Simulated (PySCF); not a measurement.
# Structure from NMR data

Molecular formula: C$_{5}$H$_{12}$N$_{2}$OSi. Simulated spectra:

¹H NMR (400 MHz, computed): δ 6.89 (m, 1H), 6.83 (m, 1H), 4.91 (s, 2H), 3.32 (t, 2H), 2.91 (t, 2H), 0.53 (br s, 2H), 0.34 (br s, 2H).

¹³C{¹H} NMR (computed): δ 211.8 (C), 159.0 (C), 145.0 (CH2), 43.9 (CH2), 43.1 (CH2).

Level of theory: shielding tensors at PBE0/pcSseg-1 (GIAO), geometry from GFN2-xTB, in PySCF (equivalent nuclei averaged, one conformer, non-relativistic, in vacuum).

Referencing at the same level of theory: ¹H and ¹³C vs TMS.

Q: Which of these isomers gave the spectra?
A. C/C=C\[Si@H](NC)C(N)=O
B. C=C([SiH2]N)C(=O)CCN
C. CO[C@H]1CN([SiH3])N=C1C

A: B. 

1. The formula gives 2 degrees of unsaturation (no ring in the answer).
2. 5 carbon signals for 5 carbons: no two carbons are equivalent.
3. Carbon types of the structure: 2 × C, 3 × CH2, leaving 6 H on heteroatoms.
4. δC 211.8: ketone carbonyl carbon; low-lying n→π* states of the double bond to the heteroatom give a large paramagnetic term (-279 ppm).
5. δC 159.0: α carbon of a C=C–C=O unit; as expected for a trigonal carbon in a double bond.
6. δC 145.0: β carbon of a C=C–C=O unit; conjugation with the carbonyl draws π density from the β position.
7. δH 3.32: hydrogen on an sp3 CH2 bonded to N; its carbon carries N, which withdraws density.
8. δH 2.91: hydrogen on an sp3 CH2 α to a carbonyl; α to C=O.

The others: C/C=C\[Si@H](NC)C(N)=O has carbons computed at 184.8, 162.7, 128.0, 30.4, 24.5, with a different DEPT pattern; CO[C@H]1CN([SiH3])N=C1C would give 6 signals for carbon-bound and other non-exchanging H, not 5.

OH/NH shifts are gas-phase values; hydrogen bonding in solution moves them, usually downfield. Shifts are as computed. Against solution values, carbons near 30 ppm lie about +3 ppm off and those near 130 ppm about +5 ppm. Of 1309 compounds with measured shifts, 239 miss one by over three times the rms of a fit or turn the order of signals round; such compounds aren't used in these exercises. Multiplicities follow the n + 1 count of equivalent neighbours, as no J values were calculated; m marks all less simple cases, F and P coupling included.
